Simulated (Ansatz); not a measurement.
A nudged elastic band was laid between two geometries of BClFH₃O (7 atoms, charge 0, multiplicity 1).

Level of theory: Ansatz, RKS PBE0-D4/def2-SVP.

* movable images: 9
* climbing image: yes
* spring: 5.0 eV/Å²
* optimiser: quadratic models (default)
* start path: through a guess of the saddle point
* force threshold: 0.05 eV/Å
* iteration limit: 60
* end points: relaxed

First end point:

```xyz
7
Properties=species:S:1:pos:R:3
B 0.052 -0.085 0.157
Cl -0.068 0.561 1.877
H 1.064 0.204 -0.431
F -1.117 -0.030 -0.536
O 0.167 -1.745 0.456
H -0.645 -2.122 0.078
H 0.084 -1.812 1.424
```

Last end point:

```xyz
7
Properties=species:S:1:pos:R:3
B -0.127 -0.374 -0.625
Cl 0.702 -0.456 3.281
H 0.482 0.636 -0.401
F -0.601 -0.628 -1.836
O -0.335 -1.268 0.368
H -0.835 -2.048 0.093
H 0.250 -0.892 2.145
```

(1) What changes between the two ends?

(2) Give the energies along the band, and the barrier.

(3) What is the geometry of the highest image?

(4) What are the harmonic wavenumbers there?

The band took 15 iterations and of the order of 5 core-minutes.

Answers

(1) Bonds broken: B1–Cl2, O5–H7. Bonds formed: Cl2–H7. BClFH3O becomes BFH2O + ClH.

(2) It converged. The highest image is number 2 of 0 to 10, 14.9 kcal/mol above the first end and 18.6 kcal/mol above the last; the last end lies 3.7 kcal/mol below the first. A vibrational analysis at the climbing image gives one clearly imaginary mode, 977i cm⁻¹: a first-order saddle point. The orbitals stay closed-shell, which can raise the energy where a bond breaks towards radicals; this wasn't checked here.

| image | path coordinate (Å) | energy (kcal/mol) | B1–Cl2 (Å) | O5–H7 (Å) | Cl2–H7 (Å) |
| --- | --- | --- | --- | --- | --- |
| 0 | 0.00 | 0.0 | 1.84 | 0.97 | 2.42 |
| 1 | 0.44 | 4.2 | 1.95 | 1.01 | 1.92 |
| 2 | 0.88 | 14.9 | 2.25 | 1.25 | 1.53 |
| 3 | 1.27 | 5.0 | 2.58 | 1.63 | 1.34 |
| 4 | 1.66 | -1.3 | 2.96 | 1.92 | 1.30 |
| 5 | 2.05 | -2.8 | 3.29 | 2.06 | 1.29 |
| 6 | 2.44 | -3.2 | 3.52 | 2.02 | 1.29 |
| 7 | 2.83 | -3.5 | 3.70 | 1.96 | 1.30 |
| 8 | 3.22 | -3.6 | 3.85 | 1.93 | 1.30 |
| 9 | 3.61 | -3.7 | 3.94 | 1.91 | 1.30 |
| 10 | 4.00 | -3.7 | 3.99 | 1.91 | 1.30 |

(3) 
```xyz
7
Properties=species:S:1:pos:R:3
B 0.053 -0.303 -0.079
Cl -0.058 0.148 2.127
H 1.065 0.248 -0.406
F -1.120 -0.011 -0.628
O 0.162 -1.717 0.339
H -0.684 -2.165 0.188
H 0.119 -1.229 1.485
```

(4) 977i, 209, 413, 459, 506, 534, 917, 963, 1061, 1136, 1172, 1339, 1564, 2732, 3817 cm⁻¹.

Run time: 4.8 min on 1 thread of AMD EPYC 7R43 64-Core Processor (Zen 3) (shared host), peak memory 0.18 GiB.
